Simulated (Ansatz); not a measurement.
Reaction (ligand exchange at a B–O bond): `OB1CO1` + `C[SeH]` → `C[Se]B1CO1` + H₂O

Computed with Ansatz on PBE0-D4/def2-TZVP structures; ΔE is electronic, products minus reactants. CCSD(T)/CBS adds triple-zeta CCSD(T) − MP2 to the extrapolated MP2 energy (def2 sets, frozen cores). This one scheme is used for every species. Functionals use def2-TZVPP. B3LYP here is the variant with VWN-RPA as its local correlation; programs differ in this. For Se outer-core shells are correlated without core-valence functions, which leaves a few kJ/mol of doubt a bond. Scalar relativity is left out up to krypton. One conformer a species, not always the lowest.

CCSD(T)/CBS gives +9.7 kcal/mol.

Q: Another level gave +9.2 kcal/mol. Which?
A. ωB97X-V/def2-TZVPP
B. B3LYP/def2-TZVPP
C. MP2/def2-TZVPP
D. SCS-MP2/def2-TZVPP

A: C. MP2/def2-TZVPP 9.2, B3LYP 14.2, ωB97X-V 12.3, SCS-MP2/def2-TZVPP 10.8 kcal/mol.

Largest T1 diagnostic among the species: 0.014.

In def2-TZVPP, CCSD(T) changes the Hartree–Fock value by −6.2 kcal/mol (the triples alone add −1.0 kcal/mol) and MP2 by −7.8 kcal/mol. The D4 term adds −1.7 kcal/mol with B3LYP and −1.0 kcal/mol with PBE0; it sums over pairs of atoms, weighted by their polarisabilities, and B3LYP, whose exchange is more repulsive, gets the larger term.
